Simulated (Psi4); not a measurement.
BO, doublet, geometry from GFN2-xTB, with bond 2-1 at 2.0 times its length; PBE0/6-311G** (Psi4 1.11).

The Psi4 input:
```
memory 2 GB

molecule {
0 2
  B    -0.00000000   -0.00000000   -0.72919485
  O     0.00000000    0.00000000    1.64068841
}

set basis 6-311g**
set reference uks
set d_convergence 1e-10

energy('pbe0')
print_variables()
```

Task: Write the output that Psi4 gives for this input, abridged.

Result: 
```
   => Loading Basis Set <=

    Name: 6-311G**
    Role: ORBITAL
    Keyword: BASIS

         ---------------------------------------------------------
                                   SCF
               by Justin Turney, Rob Parrish, Andy Simmonett
                          and Daniel G. A. Smith
                              UKS Reference
         ---------------------------------------------------------

  ==> Geometry <==

    Molecular point group: c2v
    Full point group: C_inf_v

    Geometry (in Angstrom), charge = 0, multiplicity = 2:

       Center              X                  Y                   Z               Mass
    ------------   -----------------  -----------------  -----------------  -----------------
         B            0.000000000000     0.000000000000    -1.403709510244    11.009305360000
         O            0.000000000000     0.000000000000     0.966173749756    15.994914619570

  Running in c2v symmetry.

  Rotational constants: A = ************  B =      0.46029  C =      0.46029 [cm^-1]
  Rotational constants: A = ************  B =  13799.17385  C =  13799.17385 [MHz]
  Nuclear repulsion =    8.931700891798357

  Charge       = 0
  Multiplicity = 2
  Electrons    = 13
  Nalpha       = 7
  Nbeta        = 6

  ==> Algorithm <==

  SCF Algorithm Type is DF.
  DIIS enabled.
  MOM disabled.
  Fractional occupation disabled.
  Guess Type is SAD.
  Energy threshold   = 1.00e-06
  Density threshold  = 1.00e-10
  Integral threshold = 1.00e-12

  ==> Primary Basis <==

  Basis Set: 6-311G**
    Blend: 6-311G**
    Number of shells: 16
    Number of basis functions: 36
    Number of Cartesian functions: 38
    Spherical Harmonics?: true
    Max angular momentum: 2

  ==> DFT Potential <==

   => LibXC <=

    Version 7.1.2
    S. Lehtola, C. Steigemann, M. J. T. Oliveira, and M. A. L. Marques,  SoftwareX 7, 1–5 (2018) (10.1016/j.softx.2017.11.002)

   => Composite Functional: PBE0 <=

    PBE0 Hyb-GGA Exchange-Correlation Functional

    C. Adamo and V. Barone,  J. Chem. Phys. 110, 6158 (1999) (10.1063/1.478522)
    M. Ernzerhof and G. E. Scuseria,  J. Chem. Phys. 110, 5029 (1999) (10.1063/1.478401)

    Deriv               =              1
    GGA                 =           TRUE
    Meta                =          FALSE

    Exchange Hybrid     =           TRUE
    MP2 Hybrid          =          FALSE

   => Exchange Functionals <=

    0.7500   Perdew, Burke & Ernzerhof

   => Exact (HF) Exchange <=

    0.2500               HF

   => Correlation Functionals <=

    1.0000   Perdew, Burke & Ernzerhof

   => LibXC Density Thresholds  <==

    XC_HYB_GGA_XC_PBEH:  1.00E-15

   => Molecular Quadrature <=

    Radial Scheme          =       TREUTLER
    Pruning Scheme         =           NONE
    Nuclear Scheme         =       TREUTLER

    Blocking Scheme        =         OCTREE
    BS radius alpha        =              1
    Pruning alpha          =              1
    Radial Points          =             75
    Spherical Points       =            302
    Total Points           =          43353
    Total Blocks           =            392
    Max Points             =            255
    Max Functions          =             36
    Weights Tolerance      =       1.00E-15

   => Loading Basis Set <=

    Name: (6-311G** AUX)
    Role: JKFIT
    Keyword: DF_BASIS_SCF

  ==> Integral Setup <==

  SCF_SUBTYPE=INCORE selected. In-core MEM_DF algorithm will be used.
  Using in-core AOs.

  ==> MemDFJK: Density-Fitted J/K Matrices <==

    J tasked:                   Yes
    K tasked:                   Yes
    wK tasked:                   No
    Algorithm:                 Core
    Schwarz Cutoff:           1E-12
    Mask sparsity (%):       0.0000
    Fitting Condition:        1E-10

   => Auxiliary Basis Set <=

  Basis Set: (6-311G** AUX)
    Blend: CC-PVTZ-JKFIT
    Number of shells: 50
    Number of basis functions: 158
    Number of Cartesian functions: 192
    Spherical Harmonics?: true
    Max angular momentum: 4

  Minimum eigenvalue in the overlap matrix is 8.6268691210E-02.
  Reciprocal condition number of the overlap matrix is 3.2130895289E-02.
    Using symmetric orthogonalization.

  ==> Pre-Iterations <==

  SCF Guess: Superposition of Atomic Densities via on-the-fly atomic UHF (no occupation information).

   -------------------------
    Irrep   Nso     Nmo
   -------------------------
     A1        18      18
     A2         2       2
     B1         8       8
     B2         8       8
   -------------------------
    Total      36      36
   -------------------------

  ==> Iterations <==

                           Total Energy        Delta E     RMS |[F,P]|

   @DF-UKS iter SAD:   -98.80849097713158   -9.88085e+01   0.00000e+00
   @DF-UKS iter   1:   -98.97673583512929   -1.68245e-01   4.66815e-02 DIIS/ADIIS
    Occupation by irrep:
             A1    A2    B1    B2
    DOCC [     5,    0,    0,    1 ]
    SOCC [     0,    0,    1,    0 ]
    NA   [     5,    0,    1,    1 ]
    NB   [     5,    0,    0,    1 ]

   @DF-UKS iter   2:   -88.09323132655038    1.08835e+01   1.35023e-01 ADIIS
    Occupation by irrep:
             A1    A2    B1    B2
    DOCC [     4,    0,    1,    1 ]
    SOCC [     1,    0,    0,    0 ]
    NA   [     5,    0,    1,    1 ]
    NB   [     4,    0,    1,    1 ]

   @DF-UKS iter   3:   -95.28248772977018   -7.18926e+00   1.05811e-01 ADIIS
   @DF-UKS iter   4:   -99.56607040534027   -4.28358e+00   1.72904e-02 DIIS/ADIIS
   @DF-UKS iter   5:   -99.62210700684481   -5.60366e-02   5.33789e-03 DIIS/ADIIS
   @DF-UKS iter   6:   -99.62422261558386   -2.11561e-03   5.54369e-03 DIIS/ADIIS
   @DF-UKS iter   7:   -99.63451882637111   -1.02962e-02   7.55581e-04 DIIS/ADIIS
   @DF-UKS iter   8:   -99.63513977959815   -6.20953e-04   3.08623e-04 DIIS/ADIIS
   @DF-UKS iter   9:   -99.63561302116597   -4.73242e-04   3.14030e-04 DIIS/ADIIS
   @DF-UKS iter  10:   -99.63558999770791    2.30235e-05   3.13118e-04 DIIS/ADIIS
[...]
   @DF-UKS iter  46:   -99.63419120676389   -4.87625e-04   1.41872e-03 DIIS/ADIIS
   @DF-UKS iter  47:   -99.63428170878561   -9.05020e-05   8.26542e-04 DIIS/ADIIS
   @DF-UKS iter  48:   -99.63453580608319   -2.54097e-04   8.39858e-04 DIIS/ADIIS
   @DF-UKS iter  49:   -99.63373691757381    7.98889e-04   2.35628e-03 DIIS/ADIIS
   @DF-UKS iter  50:   -99.63437585328775   -6.38936e-04   2.82661e-04 DIIS/ADIIS
   @DF-UKS iter  51:   -99.63329789604404    1.07796e-03   1.06938e-03 DIIS/ADIIS
   @DF-UKS iter  52:   -99.63334176016285   -4.38641e-05   1.23801e-03 DIIS/ADIIS
   @DF-UKS iter  53:   -99.63371377862953   -3.72018e-04   1.18312e-03 DIIS/ADIIS
   @DF-UKS iter  54:   -99.63377841595246   -6.46373e-05   1.67362e-03 DIIS/ADIIS
   @DF-UKS iter  55:   -99.63401770611915   -2.39290e-04   1.11332e-03 DIIS/ADIIS
   @DF-UKS iter  56:   -99.63353252648855    4.85180e-04   1.62032e-03 DIIS/ADIIS
   @DF-UKS iter  57:   -99.63356470293394   -3.21764e-05   2.11957e-03 DIIS/ADIIS
   @DF-UKS iter  58:   -99.63393850836627   -3.73805e-04   1.51802e-03 DIIS/ADIIS
   @DF-UKS iter  59:   -99.63349450469271    4.44004e-04   2.29881e-03 DIIS/ADIIS
   @DF-UKS iter  60:   -99.63304969393664    4.44811e-04   2.71442e-03 DIIS/ADIIS
   @DF-UKS iter  61:   -99.63380359723793   -7.53903e-04   1.94046e-03 DIIS/ADIIS
   @DF-UKS iter  62:   -99.63377005426621    3.35430e-05   1.08445e-03 DIIS/ADIIS
   @DF-UKS iter  63:   -99.63325711840334    5.12936e-04   1.03505e-03 DIIS/ADIIS
   @DF-UKS iter  64:   -99.63378595610885   -5.28838e-04   1.14604e-03 DIIS/ADIIS
   @DF-UKS iter  65:   -99.63377188519502    1.40709e-05   1.21019e-03 DIIS/ADIIS
   @DF-UKS iter  66:   -99.63400638219666   -2.34497e-04   8.84851e-04 DIIS/ADIIS
   @DF-UKS iter  67:   -99.63394737605020    5.90061e-05   7.86488e-04 DIIS/ADIIS
   @DF-UKS iter  68:   -99.63392810711574    1.92689e-05   7.65470e-04 DIIS/ADIIS
   @DF-UKS iter  69:   -99.63391815958317    9.94753e-06   7.59151e-04 DIIS/ADIIS
   @DF-UKS iter  70:   -99.63396403530506   -4.58757e-05   8.25884e-04 DIIS/ADIIS
   @DF-UKS iter  71:   -99.63391605162442    4.79837e-05   1.25916e-03 DIIS/ADIIS
   @DF-UKS iter  72:   -99.63395326120730   -3.72096e-05   9.88672e-04 DIIS/ADIIS
   @DF-UKS iter  73:   -99.63396537886507   -1.21177e-05   1.19036e-03 DIIS/ADIIS
   @DF-UKS iter  74:   -99.63367025939891    2.95119e-04   7.33642e-04 DIIS/ADIIS
   @DF-UKS iter  75:   -99.63360970752981    6.05519e-05   2.09266e-03 DIIS/ADIIS
   @DF-UKS iter  76:   -99.63406804453832   -4.58337e-04   3.45596e-04 DIIS/ADIIS
   @DF-UKS iter  77:   -99.63405085092320    1.71936e-05   3.39470e-04 DIIS/ADIIS
   @DF-UKS iter  78:   -99.63396822586353    8.26251e-05   3.47217e-04 DIIS/ADIIS
   @DF-UKS iter  79:   -99.63419093136797   -2.22706e-04   5.11181e-04 DIIS/ADIIS
   @DF-UKS iter  80:   -99.63381519716468    3.75734e-04   5.23076e-04 DIIS/ADIIS
   @DF-UKS iter  81:   -99.63397510625168   -1.59909e-04   5.92058e-04 DIIS/ADIIS
   @DF-UKS iter  82:   -99.63377133523645    2.03771e-04   8.96479e-04 DIIS/ADIIS
   @DF-UKS iter  83:   -99.63365722997906    1.14105e-04   9.45948e-04 DIIS/ADIIS
   @DF-UKS iter  84:   -99.63343642841446    2.20802e-04   1.00702e-03 DIIS/ADIIS
   @DF-UKS iter  85:   -99.63343954743175   -3.11902e-06   1.01307e-03 DIIS/ADIIS
   @DF-UKS iter  86:   -99.63312537710254    3.14170e-04   1.11911e-03 DIIS/ADIIS
   @DF-UKS iter  87:   -99.63317619959616   -5.08225e-05   1.07242e-03 DIIS/ADIIS
   @DF-UKS iter  88:   -99.63348635618033   -3.10157e-04   9.26435e-04 DIIS/ADIIS
   @DF-UKS iter  89:   -99.63333207132685    1.54285e-04   9.15495e-04 DIIS/ADIIS
   @DF-UKS iter  90:   -99.63389977275645   -5.67701e-04   6.47866e-04 DIIS/ADIIS
   @DF-UKS iter  91:   -99.63375842983726    1.41343e-04   6.82870e-04 DIIS/ADIIS
   @DF-UKS iter  92:   -99.63376370553111   -5.27569e-06   6.92076e-04 DIIS/ADIIS
   @DF-UKS iter  93:   -99.63339833165233    3.65374e-04   8.30212e-04 DIIS/ADIIS
   @DF-UKS iter  94:   -99.63308857239129    3.09759e-04   9.78463e-04 DIIS/ADIIS
   @DF-UKS iter  95:   -99.63366310240642   -5.74530e-04   6.75958e-04 DIIS/ADIIS
   @DF-UKS iter  96:   -99.63348373005196    1.79372e-04   8.41820e-04 DIIS/ADIIS
   @DF-UKS iter  97:   -99.63352296445227   -3.92344e-05   8.15269e-04 DIIS/ADIIS
   @DF-UKS iter  98:   -99.63326441952094    2.58545e-04   9.58032e-04 DIIS/ADIIS
   @DF-UKS iter  99:   -99.63357413725424   -3.09718e-04   6.69091e-04 DIIS/ADIIS
   @DF-UKS iter 100:   -99.63363299601686   -5.88588e-05   7.67026e-04 DIIS/ADIIS

PsiException: Could not converge SCF iterations in 100 iterations.

  Failed to converge.

Traceback (most recent call last):
  File "psi4", line 375, in <module>
  File "<string>", line 24, in <module>
  File "site-packages/psi4/driver/driver.py", line 533, in energy
  File "site-packages/psi4/driver/procrouting/proc.py", line 2760, in run_scf
  File "site-packages/psi4/driver/procrouting/proc.py", line 2047, in scf_helper
  File "site-packages/psi4/driver/procrouting/scf_proc/scf_iterator.py", line 93, in scf_compute_energy
  File "site-packages/psi4/driver/procrouting/scf_proc/scf_iterator.py", line 86, in scf_compute_energy
  File "site-packages/psi4/driver/procrouting/scf_proc/scf_iterator.py", line 609, in scf_iterate

psi4.driver.p4util.exceptions.SCFConvergenceError: Could not converge SCF iterations in 100 iterations.

Printing out the relevant lines from the Psithon --> Python processed input file:
    """)
    core.IO.set_default_namespace("")
    core.set_global_option("BASIS", "6-311g**")
    core.set_global_option("REFERENCE", "uks")
    core.set_global_option("D_CONVERGENCE", 1e-10)
--> energy('pbe0')
    print_variables()

!-------------------------------------------------------!
!                                                       !
!  Could not converge SCF iterations in 100 iterations. !
!                                                       !
!-------------------------------------------------------!
```

The run did not converge; its last values are not results.
